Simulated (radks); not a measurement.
Problem. The table gives one normalised radial function P(r) = r R(r) of C in [He] 2s1 2p3 (r in bohr). All-electron calculation, scalar-relativistic Kohn-Sham, r2SCAN, spin-polarised, spherical densities, finite nucleus; open shells are filled with parallel spins first; meta-GGA in the generalised Kohn-Sham scheme; Fermi nuclear charge, rms radius 2.4702 fm. Program: a radial shooting solver on a logarithmic mesh with Libxc functionals.

r         P
0.00926  0.2430
0.0114   0.2953
0.01415  0.3604
0.01742  0.4351
0.02145  0.5228
0.02662  0.6290
0.03278  0.7464
0.04036  0.8782
0.05008  1.0284
0.06166  1.1819
0.07592  1.3372
0.09423  1.4898
0.116    1.6143
0.1428   1.7003
0.1773   1.7299
0.2183   1.6851
0.2687   1.5599
0.3335   1.3484
0.4106   1.0853
0.5056   0.7966
0.6275   0.5139
0.7726   0.2969
0.9512   0.1485
1.171    0.0611
1.453    0.0189
1.79     0.0046
2.203    0.0008
2.735    0.0001
3.367    0.0000
4.145    0.0000
5.145    0.0000
6.334    0.0000

Which n and l does it have? It may be an empty orbital.

Solution. n = 1, l = 0: the number of nodes gives n - l - 1 = 0, the rise at small r (about r^(l+1)) gives l, and the extent must fit the shell. The curve is that of 1s up; the table hardly tells the two spins apart. 1s up: eigenvalue -276.85 eV, 0 radial nodes, <r> = 0.271 bohr, 90 % of the charge inside 0.486 bohr.
